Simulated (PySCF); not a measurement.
**Magnetic susceptibility: `InChI=1S/C5H12OSi/c1-5(2)6-7(3)4/h7H,1H2,2-4H3`**

Molfile (atoms numbered from 1):
```
C5H12OSi
     RDKit          3D

 19 18  0  0  0  0  0  0  0  0999 V2000
    1.8841   -1.0298    0.8248 C   0  0  0  0  0  0  0  0  0  0  0  0
    1.5895   -0.0528   -0.0190 C   0  0  0  0  0  0  0  0  0  0  0  0
    2.5735    0.5564   -0.9736 C   0  0  0  0  0  0  0  0  0  0  0  0
    0.3672    0.5183   -0.1190 O   0  0  0  0  0  0  0  0  0  0  0  0
   -1.0882    0.2384    0.5668 Si  0  0  0  0  0  4  0  0  0  0  0  0
   -1.7573   -1.4946    0.1525 C   0  0  0  0  0  0  0  0  0  0  0  0
   -2.1614    1.5839   -0.2224 C   0  0  0  0  0  0  0  0  0  0  0  0
    2.8727   -1.4460    0.8658 H   0  0  0  0  0  0  0  0  0  0  0  0
    1.1486   -1.4328    1.4960 H   0  0  0  0  0  0  0  0  0  0  0  0
    2.6484    1.6264   -0.7866 H   0  0  0  0  0  0  0  0  0  0  0  0
    3.5521    0.1002   -0.8649 H   0  0  0  0  0  0  0  0  0  0  0  0
    2.2234    0.4218   -1.9959 H   0  0  0  0  0  0  0  0  0  0  0  0
   -1.0063    0.4006    2.0269 H   0  0  0  0  0  0  0  0  0  0  0  0
   -1.7355   -1.6760   -0.9193 H   0  0  0  0  0  0  0  0  0  0  0  0
   -1.1723   -2.2791    0.6238 H   0  0  0  0  0  0  0  0  0  0  0  0
   -2.7839   -1.6120    0.4842 H   0  0  0  0  0  0  0  0  0  0  0  0
   -2.2495    1.4525   -1.2966 H   0  0  0  0  0  0  0  0  0  0  0  0
   -1.7531    2.5736   -0.0467 H   0  0  0  0  0  0  0  0  0  0  0  0
   -3.1618    1.5603    0.1957 H   0  0  0  0  0  0  0  0  0  0  0  0
  1  2  2  0
  2  3  1  0
  2  4  1  0
  4  5  1  0
  5  6  1  0
  5  7  1  0
  1  8  1  0
  1  9  1  0
  3 10  1  0
  3 11  1  0
  3 12  1  0
  5 13  1  0
  6 14  1  0
  6 15  1  0
  6 16  1  0
  7 17  1  0
  7 18  1  0
  7 19  1  0
M  END
```

Theory: GIAO wB97X-D/pcSseg-1 magnetisability, rotational g tensor and spin-rotation constants, non-relativistic, gas phase (PySCF 2.14.0). Geometry: GFN2-xTB.

(1) What are the magnetisability and the molar susceptibility?

(2) Split it along the inertial axes a, b, c into diamagnetic and paramagnetic parts about the centre of mass, with the quadrupole moment.

(3) And the rotational g tensor?

Answers

(1) Isotropic -1364 × 10⁻³⁰ J/T², or -82.2 × 10⁻⁶ cm³/mol; principal values -1401, -1375, -1317 × 10⁻³⁰ J/T², anisotropy 75 × 10⁻³⁰ J/T² (root of half the summed squared differences of the principal values). The susceptibility is in cgs units.

(2) 
| axis | χ (10⁻⁶ cm³/mol) | diamagnetic (10⁻⁶ cm³/mol) | paramagnetic (10⁻⁶ cm³/mol) | summed x² of all electrons (Å²) | quadrupole Θ (D Å) |
| --- | --- | --- | --- | --- | --- |
| a | -80.7 | -498.0 | 417.2 | 218.9 | +4.75 |
| b | -82.3 | -1061.9 | 979.5 | 86.0 | -1.17 |
| c | -83.4 | -1293.7 | 1210.3 | 31.4 | -3.58 |

Anisotropies 2χaa − χbb − χcc = +4.3 and 2χbb − χaa − χcc = -0.5 × 10⁻⁶ cm³/mol. Θ is traceless in Buckingham's convention.

(3) 
| axis | rotational constant (GHz) | g | nuclear part | electronic part |
| --- | --- | --- | --- | --- |
| a | 3.4449 | -0.0214 | 0.6539 | -0.6753 |
| b | 1.3288 | -0.0051 | 0.6064 | -0.6115 |
| c | 1.0742 | -0.0029 | 0.6079 | -0.6108 |

Asymmetric top; isotopes 12C, 1H, 16O, 28Si; no vibrational averaging.
